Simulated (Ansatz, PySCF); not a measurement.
Molecule: methylidenesilane, CH$_{4}$Si, net charge 0, singlet state. 
Structure (B3LYP-D3(BJ)/def2-TZVP (Ansatz, a first-principles code) minimum search):
```
Si
C 1 1.7009
H 2 1.0823 1 122.25
H 2 1.0823 3 115.51 1 180.00
H 1 1.4730 2 122.63 3 0.00
H 1 1.4730 5 114.74 2 -180.00
```

Dipole moments at this geometry, in debye (magnitudes).

| level | program | dipole (D) |
|---|---|---|
| SVWN5/def2-TZVPD | Ansatz | 0.67 |
| PBE/def2-TZVPD | Ansatz | 0.64 |
| BLYP/def2-TZVPD | Ansatz | 0.67 |
| TPSS/def2-TZVPD | PySCF | 0.64 |
| B3LYP/def2-TZVPD | Ansatz | 0.79 |
| BHLYP/def2-TZVPD | Ansatz | 0.95 |
| TPSSh/def2-TZVPD | PySCF | 0.70 |
| r2SCAN0/def2-TZVPD | Ansatz | 0.81 |
| PW6B95/def2-TZVPD | PySCF | 0.78 |
| HSE06/def2-TZVPD | Ansatz | 0.78 |
| CAM-B3LYP/def2-TZVPD | PySCF | 0.92 |
| LC-wPBE/def2-TZVPD | Ansatz | 1.02 |
| CCSD(T)/aug-cc-pV(D+d)Z | Ansatz | 0.66 |
